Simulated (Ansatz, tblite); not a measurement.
Forces on (NaH)4 cube (Na₄H₄) at its PBE-D4/def2-SVP geometry. The state is a singlet with charge 0.

The xTB rows come from tblite.

GFN1-xTB (tblite), largest force 0.38 eV/Å:

```xyz
8
positions Å, forces eV/Å
Na    1.213    1.041   -1.000   -0.243   -0.210    0.201
H    -0.894    1.643   -0.611    0.063   -0.116    0.043
Na   -1.477   -0.452   -1.079    0.296    0.090    0.216
H     0.618   -1.029   -1.559   -0.044    0.072    0.109
Na    0.856   -1.574    0.585   -0.171    0.316   -0.118
H     1.542    0.472    1.126   -0.109   -0.033   -0.078
Na   -0.592    0.985    1.493    0.119   -0.197   -0.299
H    -1.266   -1.087    1.043    0.089    0.077   -0.073
```

GFN2-xTB (tblite), largest force 0.75 eV/Å:

```
Na -0.133 -0.115 0.111
H 0.341 -0.628 0.233
Na 0.163 0.049 0.119
H -0.237 0.393 0.595
Na -0.094 0.174 -0.065
H -0.589 -0.180 -0.429
Na 0.065 -0.108 -0.165
H 0.484 0.415 -0.398
```

r2SCANh-D4/def2-TZVP (Ansatz), largest force 0.04 eV/Å:

```
Na -0.024 -0.021 0.020
H 0.013 -0.025 0.009
Na 0.029 0.009 0.021
H -0.010 0.016 0.023
Na -0.016 0.032 -0.013
H -0.024 -0.007 -0.016
Na 0.012 -0.019 -0.029
H 0.019 0.017 -0.015
```
